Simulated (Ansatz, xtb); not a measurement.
Ranking isomers of C4H10FNSi

3 gas-phase structures of C4H10FNSi, from a drawn sample of its isomers (lower ones may exist). Each was relaxed with GFN2-xTB; where two conformers were screened, the lower at r2SCAN-D4/def2-SVP//GFN2-xTB is listed:

A. `F[SiH2]N1CCCC1`, a singlet
B. `CN([SiH2]F)C1CC1`, a singlet
C. `N[Si]1(F)CCCC1`, a singlet

Question: Which do you expect lowest at r2SCAN-D4/def2-SVP//GFN2-xTB, and how would the others follow?

Answer: Calculated order at r2SCAN-D4/def2-SVP//GFN2-xTB: C (0.0), A (30.2), B (51.7) kcal/mol.

Energies above the lowest of each column, in kcal/mol; the last columns are at r2SCAN-D4/def2-SVP geometries:

```tsv
structure	GFN2-xTB	HF/STO-3G	r2SCAN-D4/def2-SVP//GFN2-xTB	r2SCAN-D4/def2-SVP	CCSD(T)/def2-SVP + ΔMP2/def2-TZVPP
C	21.9	0.0	0.0	0.0	0.0
A	0.0	21.5	30.2	26.4	27.5
B	22.9	63.6	51.7	48.0	50.9
```

CCSD(T)/def2-SVP + ΔMP2/def2-TZVPP puts C lowest; GFN2-xTB picks A. Flexible structures stand in one conformer each, not always the lowest. The ΔMP2 step shifts differences by up to 7.0 kcal/mol, which makes them less sure. ΔMP2 is the change of the MP2 energy from the smaller to the larger basis.

Programs: Ansatz 0.2.0, xtb 6.7.1.
